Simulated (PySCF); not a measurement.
# Orbital picture of PdN

PBE at R = 1.797 Å; PySCF, scalar-relativistic core potentials, basis sets Pd def2-TZVPP with ECP28, N def2-TZVPP. State: ⁴Σ⁻ (quartet), unpaired electrons σ ↑, π ↑↑. Only the outer orbitals are listed, counted within each symmetry, core potentials removing the inner ones.

| spin | orbital | occ. | ε (eV) | on Pd (%) | main shells (%) |
| --- | --- | --- | --- | --- | --- |
| α | 5σ | 1 | -9.25 | 48 | 47 Pd d, 43 N p, 9 N s |
| α | 2π | 1 | -8.80 | 59 | 59 Pd d, 40 N p |
| α | 2π | 1 | -8.80 | 59 | 59 Pd d, 40 N p |
| α | 1δ | 1 | -6.79 | 100 | 100 Pd d |
| α | 1δ | 1 | -6.79 | 100 | 100 Pd d |
| α | 6σ | 1 | -5.57 | 75 | 47 Pd s, 28 Pd d, 25 N p |
| α | 3π | 1 | -5.43 | 45 | 55 N p, 40 Pd d |
| α | 3π | 1 | -5.43 | 45 | 55 N p, 40 Pd d |
| α | 7σ | 0 | -3.05 | 80 | 43 Pd s, 24 Pd p, 20 N p |
| α | 4π | 0 | -0.48 | 99 | 97 Pd p |
| α | 4π | 0 | -0.48 | 99 | 97 Pd p |
| β | 4σ | 1 | -16.58 | 16 | 82 N s, 9 Pd d |
| β | 5σ | 1 | -8.07 | 55 | 54 Pd d, 32 N p, 14 N s |
| β | 2π | 1 | -7.59 | 81 | 81 Pd d, 18 N p |
| β | 2π | 1 | -7.59 | 81 | 81 Pd d, 18 N p |
| β | 1δ | 1 | -6.28 | 100 | 100 Pd d |
| β | 1δ | 1 | -6.28 | 100 | 100 Pd d |
| β | 6σ | 0 | -4.53 | 75 | 55 Pd s, 26 N p, 19 Pd d |
| β | 3π | 0 | -3.35 | 30 | 70 N p, 17 Pd d, 12 Pd p |
| β | 3π | 0 | -3.35 | 30 | 70 N p, 17 Pd d, 12 Pd p |

Which are the highest filled and the lowest empty level, where do they sit, and how wide is the gap?

Highest filled α 3π at -5.43 eV (in %: 55 N p, 40 Pd d); lowest empty β 6σ at -4.53 eV (in %: 55 Pd s, 26 N p, 19 Pd d); the gap at PBE is 0.90 eV.

```
bond order (Mayer)                              : 1.87
⟨S²⟩                                            : 3.761
charge on Pd (Mulliken, basis-dependent)        : 0.27
charge on Pd (Löwdin, basis-dependent)          : 0.12
dipole moment (positive dipole means Pd(−)N(+)) : -2.95 D
polarisability along the bond                   : 50.7 bohr³
polarisability across the bond                  : 32.3 bohr³
```

Spin–orbit coupling is left out. With d or f electrons several states lie close, and the lowest PBE0 determinant need not be the measured ground state.
